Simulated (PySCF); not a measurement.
Species: C₇H₅FO₂.
Numbering: `[CH2:1]=[CH:2][c:3]1[cH:4][o:5][c:6]([C:7](=[O:8])[F:9])[cH:10]1`

Geometry (GFN2-xTB, Å), atoms numbered from 1 in this order:
```xyz
15
C7H5FO2 angstrom
C     -2.593    0.535   -0.889
C     -2.011   -0.315   -0.053
C     -0.589   -0.362    0.218
C      0.046   -1.235    1.077
O      1.357   -1.027    1.110
C      1.617   -0.002    0.264
C      2.981    0.447    0.097
O      3.986    0.065    0.591
F      3.020    1.488   -0.799
C      0.448    0.443   -0.312
H     -2.031    1.271   -1.438
H     -3.656    0.524   -1.051
H     -2.600   -1.045    0.487
H     -0.345   -2.022    1.695
H      0.366    1.243   -1.018
```

Definitions: NICS(0) = −σiso at the ring centroid; NICS(1) = −σiso and NICS(1)zz = −σzz at ±1 Å along the ring normal z. Level: GIAO PBE0/pcSseg-1 (PySCF, non-relativistic, gas phase) on the GFN2-xTB geometry, one conformer.

Ring bond lengths (Å), with Mayer bond orders in brackets: C3–C4 1.380 (1.50), C4–O5 1.328 (1.14), O5–C6 1.354 (1.03), C6–C10 1.378 (1.45), C10–C3 1.415 (1.28).

Task: What do the NICS probes read (ppm)?

Result: 
```
           ring                                               type  NICS(0)  NICS(1), two faces  NICS(1)zz, two faces  rms pucker (Å)  centre to ring atoms, mean (Å)
C3–C4–O5–C6–C10  5-membered ring with O; formal bonds all aromatic    -10.8         -9.9 / -9.9         -23.3 / -23.3            0.00                            1.17
```

Task: What can be read from them?

Result: 
- C3–C4–O5–C6–C10: mean NICS(1)zz -23.3 ppm, shielded, aromatic by this magnetic criterion (flat ring, no four-coordinate atom).

Task: What does the geometric index give? HOMA = 1 − mean of α(R − Ropt)² over the ring bonds, with Krygowski's 1993 parameters (CC: Ropt 1.388 Å, α 257.7 Å⁻²; CO: Ropt 1.265 Å, α 157.38 Å⁻²).

Result: 
- C3–C4–O5–C6–C10: HOMA 0.58; the largest term is that of O5–C6, α(R − Ropt)² = 1.25.

Task: What is the mean of the two in-plane components of NICS at the first NICS(1) probe listed for ring C3–C4–O5–C6–C10, 1 Å off the ring?

Result: The isotropic value is a third of the trace: (3 × -9.9 − (-23.3))/2 = -3.2 ppm.

Task: List the ring angles and the Hirshfeld charges of the ring atoms.

Result: 
- C3–C4–O5–C6–C10: C3 104.8° (-0.028 e), C4 111.7° (+0.042 e), O5 107.0° (-0.041 e), C6 110.0° (+0.034 e), C10 106.4° (-0.053 e); sum 540.0° against 540° for a flat convex ring.
